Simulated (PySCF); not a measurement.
Predicted microwave data (PBE0-D3(BJ)/def2-SVP geometry optimisation, gas phase in PySCF) for one isomer of C8H16OS:

```
Rotational constants : A = 2156, B = 610.1, C = 566.3 MHz
Dipole components    : |μa| = 0.46 D, |μb| = 0.63 D, |μc| = 2.22 D
Inertial defect      : -170.27 u·Å²
κ                    : -0.94
```

Problem. Which structure is it? (One computed conformer of each.)
A. `[CH3:1][S:2][C@H:3]1[CH2:4][CH2:5][C@@H:6]([CH2:7][OH:8])[CH2:9][CH2:10]1` with C1–S2–C3–C4 170°, C5–C6–C7–O8 -179°, C6–C7–O8–H 61°, S2–C3–C4–C5 71°, C3–C4–C5–C6 54°, C4–C5–C6–C7 -179°, C5–C6–C9–C10 55°
B. `[CH3:1][CH:2]([CH3:3])[C@@:4]1([CH3:5])[CH2:6][CH2:7][S@:8](=[O:9])[CH2:10]1` with C1–C2–C4–C5 -61°, C2–C4–C6–C7 163°, C4–C6–C7–S8 -28°, C6–C7–S8–O9 111°, C7–S8–C10–C4 25°

Solution. A. It is CS[C@H]1CC[C@@H](CO)CC1, a near-prolate asymmetric top, point group C1. The candidates at the same level (rigid rotor, commonest isotopes):

```csv
SMILES,A (MHz),B (MHz),C (MHz),μa (D),μb (D),μc (D),Δ (u·Å²),point group,rotor
CS[C@H]1CC[C@@H](CO)CC1,2156,610.1,566.3,0.46,0.63,2.22,-170.27,C1,near-prolate asymmetric top
CC(C)[C@@]1(C)CC[S@](=O)C1,2187,748.3,684.4,3.15,1.80,2.15,-168.08,C1,near-prolate asymmetric top
```

`CC(C)[C@@]1(C)CC[S@](=O)C1` has B 23 % too high. No structure here is proved a minimum.
